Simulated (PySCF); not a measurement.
Isomers of C5H13NO2Si, one GFN2-xTB conformer each. Single-point energies are computed at PBE0/pcSseg-1 (PySCF, gas phase, no added dispersion term), electronic only.

```
                  SMILES  GFN2-xTB relative energy (kcal/mol)
CCO[Si@@H](O)[C@@H]1CCN1                                 25.1
       CNC(=O)CCC[SiH2]O                                 25.5
     CCO[SiH2]N(C)C(C)=O                                  0.0
     COC[SiH2]N(C)C(C)=O                                 46.7
```

Conformers: `[CH3:1][CH2:2][O:3][Si@@H:4]([OH:5])[C@@H:6]1[CH2:7][CH2:8][NH:9]1` with C1–C2–O3–Si4 -174°, C2–O3–Si4–O5 54°, O3–Si4–O5–H 154°, O3–Si4–C6–C7 -64°, Si4–C6–C7–C8 -123°, C6–C7–C8–N9 13°, C7–C8–N9–C6 -13°, Si4–C6–N9–C8 133°; `[CH3:1][NH:2][C:3](=[O:4])[CH2:5][CH2:6][CH2:7][SiH2:8][OH:9]` with C1–N2–C3–O4 0°, N2–C3–C5–C6 -126°, C3–C5–C6–C7 62°, C5–C6–C7–Si8 -107°, C6–C7–Si8–O9 62°; `[CH3:1][CH2:2][O:3][SiH2:4][N:5]([CH3:6])[C:7]([CH3:8])=[O:9]` with C1–C2–O3–Si4 -63°, C2–O3–Si4–N5 -174°, O3–Si4–N5–C6 0°, Si4–N5–C7–C8 180°; `[CH3:1][O:2][CH2:3][SiH2:4][N:5]([CH3:6])[C:7]([CH3:8])=[O:9]` with C1–O2–C3–Si4 -66°, O2–C3–Si4–N5 -161°, C3–Si4–N5–C6 -3°, Si4–N5–C7–C8 -179°.

**Question.** What does PBE0/pcSseg-1 give for the same structures?

**Answer.** 
```
                  SMILES  PBE0/pcSseg-1 E (Eh)  PBE0/pcSseg-1 (kcal/mol)  GFN2-xTB (kcal/mol)  point group
     CCO[SiH2]N(C)C(C)=O            -692.47923                       0.0                  0.0           C1
       CNC(=O)CCC[SiH2]O            -692.47829                       0.6                 25.5           C1
CCO[Si@@H](O)[C@@H]1CCN1            -692.45387                      15.9                 25.1           C1
     COC[SiH2]N(C)C(C)=O            -692.41484                      40.4                 46.7           C1
```

Both levels put the same isomer lowest; measured from each level's own lowest isomer, the values differ by up to 24.9 kcal/mol (CNC(=O)CCC[SiH2]O: 25.5 against 0.6). As drawn, the lowest has an Si–O bond, which the highest lacks; the highest has an Si–C bond, which the lowest lacks. Neighbours under 2.5 kcal/mol apart (CCO[SiH2]N(C)C(C)=O and CNC(=O)CCC[SiH2]O) can change places with a better method, another conformer or zero-point energy.

**Question.** Which frontier levels, dipoles and rotational constants go with these structures?

**Answer.** 
```json
{"SMILES": "CCO[SiH2]N(C)C(C)=O", "HOMO (eV, PBE0/pcSseg-1)": "-7.32", "LUMO (eV)": "0.64", "dipole (D)": "3.07", "A, B, C (MHz)": "3327, 711.2, 615.8"}
{"SMILES": "CNC(=O)CCC[SiH2]O", "HOMO (eV, PBE0/pcSseg-1)": "-7.68", "LUMO (eV)": "0.26", "dipole (D)": "5.16", "A, B, C (MHz)": "1810, 993.3, 776.0"}
{"SMILES": "CCO[Si@@H](O)[C@@H]1CCN1", "HOMO (eV, PBE0/pcSseg-1)": "-6.38", "LUMO (eV)": "1.12", "dipole (D)": "1.47", "A, B, C (MHz)": "2891, 713.9, 643.9"}
{"SMILES": "COC[SiH2]N(C)C(C)=O", "HOMO (eV, PBE0/pcSseg-1)": "-6.72", "LUMO (eV)": "0.43", "dipole (D)": "3.87", "A, B, C (MHz)": "3269, 675.5, 579.8"}
```
